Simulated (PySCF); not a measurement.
# Fe⁺ (iron, charge +1) across methods

[Ar] 3d6 4p1, one real determinant (an excited configuration). Computed with PySCF 2.14 in x2c-TZVPPall, with scalar relativity by spin-free X2C-1e.

```csv
method,E (hartree),mean ε 3d α (eV),mean ε 3d β (eV),mean ε 4p α (eV),Σ⟨r²⟩ (bohr²),⟨S²⟩
UHF,-1270.93326,-28.013,-22.569,-10.793,28.72,8.754
TPSSh,-1272.153,-19.461,-16.169,-9.042,28.42,8.751
wB97X,-1272.148,-23.321,-19.790,-10.980,28.46,8.752
MN15,-1272.809,-21.826,-18.270,-9.678,28.27,8.753
HSE06,-1271.942,-20.619,-16.864,-9.076,28.40,8.752
PBE0,-1271.924,-21.056,-17.259,-9.440,28.40,8.752
r2SCAN,-1272.111,-18.971,-15.235,-8.981,28.33,8.752
LDA,-1269.574,-18.813,-15.170,-8.922,28.32,8.751
```

Task: Estimate the same row for PBE.

Result: E (hartree) = -1271.898; mean ε 3d α (eV) = -18.544; mean ε 3d β (eV) = -15.177; mean ε 4p α (eV) = -8.853; Σ⟨r²⟩ (bohr²) = 28.42; ⟨S²⟩ = 8.751.

⟨L²⟩ = 8.02 against 12 for a pure F term, so this real determinant mixes terms.
